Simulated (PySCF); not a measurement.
**Working with the constants of InH⁺**

ROHF-CCSD(T) constants of InH⁺, ²Σ⁺ (doublet), unpaired electrons σ ↑ (PySCF, scalar-relativistic core potentials, basis sets In def2-TZVP with ECP28, H def2-TZVP; masses 114.9039 and 1.0078 u):

| Property | Result |
| --- | --- |
| ωe | 1082.2 cm⁻¹ |
| ωexe | 143.0 cm⁻¹ |
| Be | 4.9247 cm⁻¹ |
| αe | 0.491 cm⁻¹ |
| D (centrifugal) | 0.000408 cm⁻¹ |
| De to In⁺ + H | 0.187 eV |

(1) Give the vibrational terms G(v) and spacings up to v = 2.

(2) How well does the Morse estimate ωe²/(4ωexe) reproduce De, and what is D0?

Correlated steps freeze 4 core orbitals. The bond is weak. Basis-set superposition, not corrected here, can be much of De in a small basis, most of all at correlated wavefunction levels. Spin–orbit coupling is left out. For an ion De counts to the pair picked by the measured ionisation energies or electron affinities, which need not be the lowest pair at this level. The state is the lowest determinant that a PBE0 search found; another state may lie lower at other levels.

Answers

(1) G(v) = ωe(v+½) − ωexe(v+½)².

```
v  G(v) (cm⁻¹)  G(v) − G(v−1)  Bv (cm⁻¹)
0          505                     4.679
1         1302            796      4.188
2         1812            510      3.697
```

(2) It gives 0.254 eV, 136 % of the computed De. D0 = De − G(0) = 0.187 − 0.063 = 0.124 eV.
